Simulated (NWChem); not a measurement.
System: ZnH2; SMILES [ZnH2]

NWChem input:

```
start job
memory heap 200 mb stack 900 mb global 1100 mb
geometry units angstroms noautosym nocenter noautoz
  Zn     0.000000     0.000000     0.000000
  H      0.000000     0.000000    -1.550130
  H      0.000000     0.000000     1.550130
end
basis spherical
  Zn library def2-svpd
  H library def2-svpd
end
dft
  xc xpbe96 cpbe96
  iterations 150
  vectors input atomic output neutral.movecs
end
task dft energy
charge 1
dft
  odft
  mult 2
  vectors input atomic output cation.movecs
end
task dft energy
charge -1
dft
  odft
  mult 2
  vectors input atomic output anion.movecs
end
task dft energy
```

Parts of the log:

```
             Northwest Computational Chemistry Package (NWChem) 7.3.0
             --------------------------------------------------------

                             Geometry "geometry" -> ""
                             -------------------------

 Output coordinates in angstroms (scale by  1.889725989 to convert to a.u.)

  No.       Tag          Charge          X              Y              Z
 ---- ---------------- ---------- -------------- -------------- --------------
    1 Zn                  30.0000     0.00000000     0.00000000     0.00000000
    2 H                    1.0000     0.00000000     0.00000000    -1.55013000
    3 H                    1.0000     0.00000000     0.00000000     1.55013000

 Effective nuclear repulsion energy (a.u.)      20.6532507367

  pbe96 is a nonlocal functional; adding pw91lda local functional.

                                 NWChem DFT Module
                                 -----------------

 Summary of "ao basis" -> "ao basis" (spherical)
 ------------------------------------------------------------------------------
       Tag                 Description            Shells   Functions and Types
 ---------------- ------------------------------  ------  ---------------------
 Zn                        def2-svpd                12       34   5s4p2d1f
 H                         def2-svpd                 4        8   2s2p

            General Information
            -------------------
          SCF calculation type: DFT
          Wavefunction type:  closed shell.
          No. of atoms     :     3
          No. of electrons :    32
           Alpha electrons :    16
            Beta electrons :    16
          Charge           :     0
          Spin multiplicity:     1
          Use of symmetry is: off; symmetry adaption is: off
          Maximum number of iterations: 150
          AO basis - number of functions:    50
                     number of shells:    20
          Convergence on energy requested:  1.00D-06
          Convergence on density requested:  1.00D-05
          Convergence on gradient requested:  5.00D-04

              XC Information
              --------------
          PerdewBurkeErnzerhof Exchange Functional  1.000
            Perdew 1991 LDA Correlation Functional  1.000 local
           PerdewBurkeErnz. Correlation Functional  1.000 non-local

             Grid Information
             ----------------
          Grid used for XC integration:  medium
          Radial quadrature: Mura-Knowles
          Angular quadrature: Lebedev.
          Tag              B.-S. Rad. Rad. Pts. Rad. Cut. Ang. Pts.
          ---              ---------- --------- --------- ---------
          Zn                  1.35      112           8.0       590
          H                   0.35       45          10.0       434
          Grid pruning is: on
          Number of quadrature shells:   202
          Spatial weights used:  Erf1

      Superposition of Atomic Density Guess
      -------------------------------------

 Sum of atomic energies:       -1778.56016643

      Non-variational initial energy
      ------------------------------

 Total energy =   -1778.659160
 1-e energy   =   -2525.923117
 2-e energy   =     726.610706
 HOMO         =      -0.308001
 LUMO         =       0.041585

   convergence    iter        energy       DeltaE   RMS-Dens  Diis-err
 ---------------- ----- ----------------- --------- --------- ---------
 d= 0,ls=0.0,diis     1  -1780.0088147059 -1.80D+03  2.30D-02  8.93D-02
 d= 0,ls=0.0,diis     2  -1780.0182208534 -9.41D-03  3.52D-03  1.45D-01
 d= 0,ls=0.0,diis     3  -1780.0258541590 -7.63D-03  2.38D-03  8.81D-03
 d= 0,ls=0.0,diis     4  -1780.0264945914 -6.40D-04  7.56D-04  6.05D-04
 d= 0,ls=0.0,diis     5  -1780.0265708291 -7.62D-05  4.14D-05  1.50D-06
 d= 0,ls=0.0,diis     6  -1780.0265711972 -3.68D-07  4.36D-06  2.81D-08

         Total DFT energy =    -1780.026571197178
      One electron energy =    -2522.808744230934
           Coulomb energy =      793.620063175528
    Exchange-Corr. energy =      -71.491140878472
 Nuclear repulsion energy =       20.653250736701

 Numeric. integr. density =       32.000026984347

                       DFT Final Molecular Orbital Analysis
                       ------------------------------------

 Vector   14  Occ=2.000000D+00  E=-4.166067D-01
              MO Center= -7.1D-09,  3.9D-09, -4.5D-09, r^2= 3.1D-01
   Bfn.  Coefficient  Atom+Function         Bfn.  Coefficient  Atom+Function
  ----- ------------  ---------------      ----- ------------  ---------------
    21      0.742024  1 Zn d  1              19      0.386051  1 Zn d -1
    26      0.271825  1 Zn d  1              24      0.141422  1 Zn d -1
    40      0.040044  2 H  px                48     -0.040044  3 H  px

 Vector   15  Occ=2.000000D+00  E=-3.051394D-01
              MO Center= -1.8D-08, -3.2D-09, -7.0D-09, r^2= 2.2D+00
   Bfn.  Coefficient  Atom+Function         Bfn.  Coefficient  Atom+Function
  ----- ------------  ---------------      ----- ------------  ---------------
     4      0.797970  1 Zn s                  3     -0.349348  1 Zn s
    20     -0.303486  1 Zn d  0              35      0.207870  2 H  s
    43      0.207870  3 H  s                 25     -0.098896  1 Zn d  0
     2      0.076981  1 Zn s                  5      0.069744  1 Zn s
    42     -0.051538  2 H  pz                50      0.051537  3 H  pz

[...]
```

Level: PBE/def2-SVPD, vertical spin-unrestricted ions. All runs use the structure optimised with PBE0/def2-SVP.
